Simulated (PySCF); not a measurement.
**[Dy(SH)4]− at several levels of theory**

Computed with PySCF 2.14.0 (density fitting, no spin-orbit coupling) at the geometry relaxed with PBE0:

```xyz
9
[Dy(SH)4]− (singlet in the valence; each metal's 4f electrons, 9 of them, lie in its core potential, out of spins and levels; a saddle point, relaxed within its symmetry)
Dy    0.0000    0.0000    0.0000
S     1.5576    1.6459    1.3801
H     2.5852    0.7813    1.2038
S    -1.5576   -1.6459    1.3801
H    -2.5852   -0.7813    1.2038
S     1.6464   -1.5569   -1.3802
H     0.7804   -2.5832   -1.2087
S    -1.6464    1.5569   -1.3802
H    -0.7804    2.5832   -1.2087
```

```json
{"level": "PBE0", "basis": "Dy lcecp-1-SVP with ECP55, S def2-SVP, H def2-SVP", "state": "singlet", "HOMO (eV)": "-3.01", "gap (eV)": "6.08", "charge on Dy1 (e)": "0.60", "population of f-type functions on Dy1 (polarisation alone where 4f lies in the core)": "0.03", "dipole about the centre of mass (D)": "0.00", "largest force component (eV/Å)": "0.02"}
{"level": "B3LYP", "basis": "the same", "state": "singlet", "HOMO (eV)": "-2.66", "gap (eV)": "5.55", "charge on Dy1 (e)": "0.51", "population of f-type functions on Dy1 (polarisation alone where 4f lies in the core)": "0.03", "dipole about the centre of mass (D)": "0.00", "largest force component (eV/Å)": "0.16"}
```

In the lcecp rows the 4f levels are missing from HOMO and gap, and the state counts the valence alone.

Charges are Mulliken's, which hang on the basis. The relaxation used the grid (50, 194), these runs (75, 302) or, all-electron (x2c bases, spin-free X2C Hamiltonian), (99, 590).

Question: What does TPSSh with Dy lcecp-1-SVP with ECP55, S def2-SVP, H def2-SVP give here?

Answer: state singlet, HOMO (eV) -2.41, gap (eV) 5.24, charge on Dy1 (e) 0.64, population of f-type functions on Dy1 (polarisation alone where 4f lies in the core) 0.03, dipole about the centre of mass (D) 0.00, largest force component (eV/Å) 0.12. Time: 14 s on 2 threads of Arm Neoverse V2, with other jobs on the host, from an already converged density.

An lcecp potential fixes the number of 4f electrons, so in runs with it no electron can move into or out of that shell.
